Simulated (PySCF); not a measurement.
## Unknown compound

Molecular formula: C7H11ClO. Simulated spectra:

$^{1}$H NMR (400 MHz, computed): δ 5.85 (m, 1H), 5.77 (m, 1H), 5.76 (m, 1H), 2.92 (m, 1H), 2.00 (m, 1H), 1.05 (d, 3H), 0.90 (d, 3H).

$^{13}$C{$^{1}$H} NMR (computed): δ 185.7 (C), 144.8 (CH), 130.8 (CH2), 76.5 (CH), 34.8 (CH), 22.5 (CH3), 22.2 (CH3).

PySCF 2.14.0 with density-fitted response routines calculation with geometry: GFN2-xTB and PBE0/pcSseg-1 with gauge-including orbitals; isolated molecule, one computed conformer, fast rotation and ring inversion assumed for equivalent nuclei, relativity neglected.

Scale: $^{1}$H and $^{13}$C against TMS (reference shieldings calculated alike).

Which candidate is it?
A. CC(C)[C@@H]1C[C@H]1C(=O)Cl
B. C/C(=C/C(C)C)C(=O)Cl
C. CCC(C(=O)Cl)=C(C)C
D. C=C[C@H](C(=O)Cl)C(C)C

## Answers

D. 

- The formula gives 2 degrees of unsaturation (no ring in the answer).
- 7 carbon signals for 7 carbons: no two carbons are equivalent.
- Carbon types of the structure: 1 × C, 3 × CH, 1 × CH2, 2 × CH3, which accounts for all hydrogens.
- δC 185.7: carbonyl carbon.
- δC 144.8: alkene CH; an sp2 carbon of a C=C bond.
- δC 130.8: terminal =CH2 carbon; as expected for a trigonal carbon in a double bond.
- δC 76.5: sp3 CH α to a carbonyl.
- δH 2.92: hydrogen on an sp3 CH α to a carbonyl; α to C=O.

The others: C/C(=C/C(C)C)C(=O)Cl would give 6 carbon signals, not 7; CC(C)[C@@H]1C[C@H]1C(=O)Cl has carbons computed at 184.7, 42.4, 38.2, 33.2, 24.4, 24.2, 23.8; CCC(C(=O)Cl)=C(C)C would give 4 signals for carbon-bound and other non-exchanging H, not 7.

Carbons that carry Cl, above all several Cl atoms, come out too deshielded, partly because spin–orbit coupling is missing. Shifts are as computed. Against solution values, carbons near 30 ppm lie about +3 ppm off and those near 130 ppm about +5 ppm; carbons on Cl a further +6 ppm. Of 1211 compounds with measured shifts, 218 miss one by over three times the rms of a fit or turn the order of signals round; such compounds aren't used in these exercises. Multiplicities follow the n + 1 count of equivalent neighbours, as no J values were calculated; m marks all less simple cases, F and P coupling included.
